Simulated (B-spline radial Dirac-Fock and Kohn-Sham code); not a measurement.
Br 2s: cross section and angular parameters

System: neutral bromine in the configuration [Ar] 3d10 4s2 4p5; threshold 1782.0 eV (tabulated edge). Calculated with a B-spline atomic structure program, using Dirac-Hartree-Slater photoionisation with a Latter tail; cross sections with all multipoles, angular parameters from the dipole term and its interference with E2.

For linearly polarised light dσ/dΩ = σ/(4π) [1 + β P₂(cos θ) + (δ + γ cos²θ) sin θ cos φ], with θ from the polarisation vector and φ the angle between the beam and the projection of the electron momentum on the plane normal to the polarisation.

```tsv
hν (eV)	σ (kb)	β	γ
2290	50.7	1.998	0.195
2720	37.9	1.998	-0.019
2940	33.0	1.998	-0.059
2984.4	32.1	1.998	-0.064
3520	?	?	?
4000	18.6	1.998	-0.013
5050	11.6	1.998	0.155
5414.7	10.1	1.998	0.220
5740	8.94	1.998	0.279
7640	4.81	1.998	0.625
9251.7	3.12	1.998	0.894
10100	2.55	1.998	1.026
13700	1.23	1.997	1.531
```

Question: Give the values at 3520 eV.

Answer: σ = 23.7 kb, β = 1.998, γ = -0.064. For an s subshell δ is negligible.
